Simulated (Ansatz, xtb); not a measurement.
# Two isomers of C6H3ClN2

Structure a: `C#Cc1ncncc1Cl`, a singlet. Structure b: `C#Cc1cncnc1Cl`, a singlet. Both are isolated molecules in the gas phase, relaxed with PBE-D3(BJ)/def2-SVP.

Task: Estimate which is lower in electronic energy at CCSD(T)/def2-SVP + ΔMP2/def2-TZVPP, and by roughly how much.

Result: The CCSD(T)/def2-SVP + ΔMP2/def2-TZVPP calculation puts structure b lower, by 3.6 kcal/mol.

How the difference moves with the method:

```tsv
level	geometry	E(b) − E(a) (kcal/mol)	departure from the last row (kcal/mol)	job, with rough time for the two
GFN2-xTB	GFN2-xTB	−2.8	+0.8	optimisation, 0.2 s
HF/STO-3G	GFN2-xTB	−2.4	+1.2	single point, 0.82 s
r2SCAN-D4/def2-SVP	GFN2-xTB	−4.8	−1.2	single point, 9 s
PBE-D3(BJ)/def2-SVP	PBE-D3(BJ)/def2-SVP	−4.7	−1.1	optimisation, 46 s
HF/def2-SVP	PBE-D3(BJ)/def2-SVP	−4.8	−1.2	part of the CCSD(T) run
MP2/def2-SVP	PBE-D3(BJ)/def2-SVP	−3.5	0.0	part of the CCSD(T) run
CCSD(T)/def2-SVP	PBE-D3(BJ)/def2-SVP	−3.8	−0.2	single point
CCSD(T)/def2-SVP + ΔMP2/def2-TZVPP	PBE-D3(BJ)/def2-SVP	−3.6		single point, 3.6 min
```

As drawn, both hold the same kinds of bond in the same numbers.

None of the levels shown reverses the order. The largest departure from CCSD(T)/def2-SVP + ΔMP2/def2-TZVPP is that of r2SCAN-D4/def2-SVP, 1.2 kcal/mol. The last row adds to CCSD(T) the change of the MP2 difference between the two basis sets, here +0.2 kcal/mol.

With thermal terms from frequencies at re-optimised GFN2-xTB minima (ideal gas, soft modes damped towards free rotors, one conformer each, 298.15 K, 1 atm): the zero-point term adds 0.0 kcal/mol; ΔH is −3.6 and ΔG −3.5 kcal/mol.

The correlated steps freeze 13 core orbitals. Codes used: Ansatz 0.2.0, xtb 6.7.1; the last row on 2 threads of Arm Neoverse V1 on a shared host.
